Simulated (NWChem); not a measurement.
# InHOBrCl; SMILES [In]([Cl])([OH])[Br]

```xyz
5

In     0.2987    -0.4299     0.0000
Cl    -1.2951    -2.1386     0.0000
Br    -0.4050     1.9182     0.0000
O      2.2250    -0.8909     0.0000
H      2.3569    -1.8477     0.0000
```
Atoms are numbered in this order, from 1.

Level: PBE0/def2-SVP with def2 effective core potentials on In (NWChem), optimised geometry, unscaled harmonic frequencies. This build's default masses of Se (78.918 u) and Br (79.917 u) are each other's, which moves their modes by up to 0.6 %. def2 effective core potentials on In; no spin-orbit coupling.

**Question.** List the harmonic frequencies with IR intensities, and the thermochemistry.

**Answer.** 
| frequency (cm⁻¹) | IR intensity (km/mol) |
|---|---|
| 78 | 4.3 |
| 110 | 13.2 |
| 115 | 19.7 |
| 261 | 19.2 |
| 284 | 105.8 |
| 379 | 47.8 |
| 624 | 64.6 |
| 839 | 79.3 |
| 3877 | 90.7 |

- zero-point energy = 9.4 kcal/mol
- thermal correction to the enthalpy at 298.15 K (with zero-point energy) = 14.0 kcal/mol
- heat capacity Cv = 18.3 cal/(mol K)
- entropy at 298.15 K and 1 atm (symmetry number 1) = 86.8 cal/(mol K)

Rigid rotor and harmonic oscillator; modes under 100 cm⁻¹ make the entropy uncertain.
